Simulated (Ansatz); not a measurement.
GeCl₃F⁺, that is GeFCl3 with one electron fewer. The state is a doublet with charge 1. Geometry PBE0-D4/def2-SVP, that of the neutral singlet; atoms count from 1.

```csv
atom,x (Å),y (Å),z (Å)
Ge1,0.0218,0.0399,-0.0142
F2,0.8068,1.4776,-0.5278
Cl3,-2.0622,0.3141,-0.2540
Cl4,0.5140,-0.2810,2.0181
Cl5,0.7196,-1.5506,-1.2221
```

Problem. Estimate the Mulliken populations from the PBE0/def2-TZVP orbitals of Ansatz.

Solution. 
| atom | charge (e) | spin (α − β) |
| --- | --- | --- |
| Ge1 | 0.98 | -0.07 |
| F2 | -0.26 | 0.00 |
| Cl3 | 0.09 | 0.36 |
| Cl4 | 0.09 | 0.36 |
| Cl5 | 0.09 | 0.36 |
Mulliken values depend strongly on the basis.

Problem. Where does the spin sit?

Solution. Summed by element: Ge -0.07, F 0.00, Cl 1.07, of 1 unpaired in all. Largest on single atoms: Cl5 0.36, Cl3 0.36, Cl4 0.36.

Problem. And the Mayer bond orders between heavy atoms (over 0.3)?

Solution. Ge1–F2 1.09 (1.72 Å); Ge1–Cl3 1.07 (2.12 Å); Ge1–Cl4 1.07 (2.12 Å); Ge1–Cl5 1.07 (2.12 Å).
